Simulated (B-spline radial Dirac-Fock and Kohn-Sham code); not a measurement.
Elastic electron scattering at 30 keV, H to K

Method: relativistic (Dirac) partial waves in the static field of the Dirac-Fock atom with Furness-McCarthy exchange, without polarisation or absorption potentials. Computed with a radial B-spline solver. σ_tr1 and σ_tr2 weight the cross section with 1 − P₁ and 1 − P₂ of cos θ; "backward" is the share scattered beyond 90°.

```csv
Z,element,σ (a₀²),σ_tr1 (a₀²),σ_tr2 (a₀²),backward (%),dσ/dΩ at 90° (a₀²/sr)
1,H,0.00362,1.07e-05,2.81e-05,0.018,2.06e-07
2,He,0.00548,3.71e-05,9.57e-05,0.047,8.29e-07
3,Li,0.0356,8.24e-05,0.000212,0.016,1.87e-06
4,Be,0.0564,0.000145,0.000374,0.018,3.34e-06
5,B,0.0710,0.000225,0.000577,0.023,5.25e-06
6,C,0.0798,0.000319,0.000816,0.029,7.60e-06
7,N,0.0859,0.000427,0.00109,0.037,1.04e-05
8,O,0.0903,0.000547,0.00139,0.046,1.37e-05
9,F,0.0935,0.000680,0.00172,0.057,1.74e-05
10,Ne,0.0960,0.000824,0.00207,0.069,2.16e-05
12,Mg,0.198,0.00117,0.00292,0.049,3.15e-05
13,Al,0.250,0.00136,0.00340,0.046,3.72e-05
14,Si,0.287,0.00157,0.00392,0.047,4.34e-05
15,P,0.314,0.00179,0.00446,0.049,5.01e-05
16,S,0.334,0.00203,0.00503,0.053,5.74e-05
17,Cl,0.349,0.00227,0.00563,0.058,6.52e-05
18,Ar,0.362,0.00253,0.00625,0.063,7.36e-05
19,K,0.476,0.00281,0.00692,0.054,8.25e-05
```
